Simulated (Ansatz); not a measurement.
Consider the redistribution: `C[CH](C)[Sn][OH]` + `[F][Mg][O][SiH3]` → `[OH][Sn][O][SiH3]` + `C[CH](C)[Mg][F]`.

Calculated with Ansatz (gas phase, PBE0-D4/def2-TZVP geometries, no zero-point term in ΔE). CCSD(T)/CBS adds triple-zeta CCSD(T) − MP2 to the extrapolated MP2 energy (def2 sets, frozen cores). DFT in def2-TZVPP. Elements past krypton have def2 core potentials. For Mg, Sn outer-core shells are correlated without core-valence functions, which leaves a few kJ/mol of doubt a bond. One conformer a species, not always the lowest.

| level | ΔE (eV) |
| --- | --- |
| PBE0-D4 | 0.49 |
| MP2/def2-TZVPP | 0.60 |

(1) What does CCSD(T)/CBS give? (An estimate is asked.)

Largest T1 diagnostic among the species: 0.016.

Answers

(1) Ansatz gave: +0.56 eV. The listed levels differ from it by -0.07, 0.04 eV.

From BLYP to BHLYP (50 % exact exchange), in def2-TZVPP and without D4, ΔE moves by +0.16 eV. Leaving LDA and LC-ωPBE aside and taking each functional with its dispersion term where it has one, the values, not all of them listed here, spread over 0.18 eV, from PBE-D4 to r2SCAN0-D4. The D4 term adds +0.05 eV with B3LYP and +0.03 eV with PBE0; it sums over pairs of atoms, weighted by their polarisabilities, and B3LYP, whose exchange is more repulsive, gets the larger term.

B3LYP here is the variant with VWN-RPA as its local correlation; programs differ in this.
